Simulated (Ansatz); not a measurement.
Born–Oppenheimer molecular dynamics of BF$_{2}$H$_{2}$N (6 atoms, charge 0, multiplicity 1). It starts from a relaxed structure.

These are results of RKS PBE/cc-pVDZ (Ansatz 0.2.0), not measurements.

| Item | Value |
| --- | --- |
| ensemble | NVT, Langevin thermostat |
| time step | 0.5 fs |
| steps asked | 250 |
| set temperature | 300 K |
| friction | 0.5 /fs |
| seed | 408796 |

First frame:

```xyz
6
Properties=species:S:1:pos:R:3
B -0.072 0.000 -0.041
F 0.005 -0.461 1.228
F 1.066 0.461 -0.609
N -1.286 0.000 -0.742
H -2.152 -0.343 -0.333
H -1.364 0.342 -1.697
```

How far do the bonds stretch over the last three quarters of this one trajectory? (Pairs bonded in most of those frames.)


```csv
bond,mean (Å),spread (Å),shortest,longest
B1–F2,1.348,0.032,1.28,1.42
B1–F3,1.356,0.017,1.32,1.39
B1–N4,1.391,0.020,1.35,1.43
N4–H5,1.017,0.023,0.96,1.08
N4–H6,1.020,0.022,0.96,1.06
```

Mean temperature of the second half: 258 K. The mean temperature of the second half is 14 % below the set value. A run of 0.12 ps of so small a system gives no equilibrium averages. The friction is so strong that the motion is overdamped, so the time scale means little.

Time of the run: 4.8 min on 1 thread of Arm Neoverse V2, with other jobs on the host, peak memory 0.1 GiB.
